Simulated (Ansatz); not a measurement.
Several settings on one geometry of TeCl4 (that of the charge 0 singlet, PBE-D4/def2-SVP). Ansatz on 4 threads of Arm Neoverse V2 on a shared host; times are rough.

Cartesian coordinates in Å:
```
Te -0.4719 -0.3226 -0.0049
Cl -0.5517 -0.4190 2.4664
Cl -0.5560 -0.3382 -2.4778
Cl 1.8208 -0.9679 -0.0170
Cl -0.2412 2.0477 0.0334
```

Totals from different functionals, basis sets or treatments of relativity can't be compared as stabilities.

In the def2 sets Te takes a core potential; there is no spin–orbit coupling. LC-ωPBE has ω = 0.4 bohr⁻¹.

The spins typed aren't always the lowest for that charge.

(1) Give the basis size and estimate the energy, ⟨S²⟩ and time of these runs.

```
run                   method  charge    state                                                                                     further keys
  1        UKS B97M-V/STO-3G       0  singlet                  final_grid: {core_spheres: 20, valence_spheres: 16, degree: 47}; accuracy: high
  2  RKS LC-ωPBE/def2-mTZVPP       0  singlet  pseudopotentials: {relativity: none}; scf: {omitted_lower_state_checks: [starts]}; forces asked
  3      UKS PBE0/def2-mTZVP       1  doublet                                        scf: {omitted_lower_state_checks: [starts]}; forces asked
```

## Answers

(1) 
```tsv
run	functions	energy (Eh)	⟨S²⟩	wall time
1	63	-8369.5026	0.00	12 s
2	144	-2108.4156	–	1.9 s
3	124	-2107.9287	0.77	3.6 s
```
